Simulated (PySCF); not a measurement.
I$_{3}$Pb, charge -1, singlet, at a GFN2-xTB geometry (such geometries of metal compounds can be far from the true shape) (core potentials on I, Pb); DF-HF/def2-SVP run with PySCF.

Input for PySCF:
```python
from pyscf import gto, scf

mol = gto.Mole()
mol.atom = '''
    Pb   -0.00801113   -0.00941235    0.81054775
    I     0.42898299   -2.52528977   -0.44320013
    I     1.98287322    1.63760001   -0.37950125
    I    -2.39946163    0.90225226   -0.43135362
'''
mol.basis = 'def2-svp'
mol.ecp = {'I': 'def2-svp', 'Pb': 'def2-svp'}
mol.charge = -1
mol.verbose = 4
mol.build()

mf = scf.RHF(mol)
mf = mf.density_fit(auxbasis='def2-universal-jkfit')
mf.kernel()
```

**Question.** Write the output that PySCF gives for this input, abridged.

**Answer.** 
```
PySCF version 2.14.0

[INPUT] verbose = 4
[INPUT] num. atoms = 4
[INPUT] num. electrons = 98
[INPUT] charge = -1
[INPUT] spin (= nelec alpha-beta = 2S) = 0
[INPUT] symmetry False subgroup None
[INPUT] Mole.unit = angstrom
[INPUT] Symbol           X                Y                Z      unit          X                Y                Z       unit  Magmom
[INPUT]  1 Pb    -0.008011130000  -0.009412350000   0.810547750000 AA   -0.015138841648  -0.017786763689   1.531713258382 Bohr   0.0
[INPUT]  2 I      0.428982990000  -2.525289770000  -0.443200130000 AA    0.810660363197  -4.772106050466  -0.837526864072 Bohr   0.0
[INPUT]  3 I      1.982873220000   1.637600010000  -0.379501250000 AA    3.747087325534   3.094615520485  -0.717153426430 Bohr   0.0
[INPUT]  4 I     -2.399461630000   0.902252260000  -0.431353620000 AA   -4.534325327102   1.705009666670  -0.815140204640 Bohr   0.0

nuclear repulsion = 530.207128487009
number of shells = 40
number of NR pGTOs = 244
number of NR cGTOs = 104
basis = def2-svp
ecp = {'I': 'def2-svp', 'Pb': 'def2-svp'}

******** <class 'pyscf.df.df_jk.DFRHF'> ********
method = DFRHF
initial guess = minao
damping factor = 0
level_shift factor = 0
DIIS = <class 'pyscf.scf.diis.CDIIS'>
diis_start_cycle = 1
diis_space = 8
diis_damp = 0
SCF conv_tol = 1e-09
SCF conv_tol_grad = None
SCF max_cycles = 50
direct_scf = False
Set gradient conv threshold to 3.16228e-05
Initial guess from minao.
******** <class 'pyscf.df.df.DF'> ********
auxbasis = def2-universal-jkfit
init E= -959.340374948364
  HOMO = -1.83336710922074  LUMO = -1.49030346081371  gap/eV = 9.33524
cycle= 1 E= -1079.1021579972  delta_E= -120  |g|= 3.78  |ddm|= 18.4
  HOMO = 0.0931165041520783  LUMO = 0.274171761985702  gap/eV = 4.92676
cycle= 2 E= -1081.68645002432  delta_E= -2.58  |g|= 1.47  |ddm|= 9.51
  HOMO = -0.139220616386254  LUMO = 0.175760137594245  gap/eV = 8.57106
cycle= 3 E= -1082.04261036684  delta_E= -0.356  |g|= 0.0921  |ddm|=  1.9
  HOMO = -0.160339326239106  LUMO = 0.179177490789165  gap/eV = 9.23872
cycle= 4 E= -1082.0461399393  delta_E= -0.00353  |g|= 0.0274  |ddm|= 0.255
  HOMO = -0.161353284394416  LUMO = 0.180630975772917  gap/eV = 9.30587
cycle= 5 E= -1082.04652077174  delta_E= -0.000381  |g|= 0.00829  |ddm|= 0.0554
  HOMO = -0.163139377680914  LUMO = 0.180010026883774  gap/eV = 9.33757
cycle= 6 E= -1082.04659793506  delta_E= -7.72e-05  |g|= 0.00257  |ddm|= 0.0405
  HOMO = -0.162891733401247  LUMO = 0.180670944899084  gap/eV = 9.34882
cycle= 7 E= -1082.04660507458  delta_E= -7.14e-06  |g|= 0.00109  |ddm|= 0.0113
  HOMO = -0.162988756686851  LUMO = 0.180619429241451  gap/eV = 9.35005
cycle= 8 E= -1082.04660675772  delta_E= -1.68e-06  |g|= 0.00034  |ddm|= 0.00637
  HOMO = -0.162974888528635  LUMO = 0.180652261768894  gap/eV = 9.35057
cycle= 9 E= -1082.04660693508  delta_E= -1.77e-07  |g|= 7.56e-05  |ddm|= 0.00267
  HOMO = -0.162969897716509  LUMO = 0.180654271431636  gap/eV = 9.35049
cycle= 10 E= -1082.04660694236  delta_E= -7.28e-09  |g|= 1.49e-05  |ddm|= 0.000543
  HOMO = -0.162967281833026  LUMO = 0.180655306250609  gap/eV = 9.35045
cycle= 11 E= -1082.04660694257  delta_E= -2.14e-10  |g|= 4.79e-06  |ddm|= 6.29e-05
  HOMO = -0.162966785337644  LUMO = 0.180655744203944  gap/eV = 9.35045
Extra cycle  E= -1082.04660694259  delta_E= -2.23e-11  |g|= 2.1e-06  |ddm|= 1.47e-05
converged SCF energy = -1082.04660694259
```
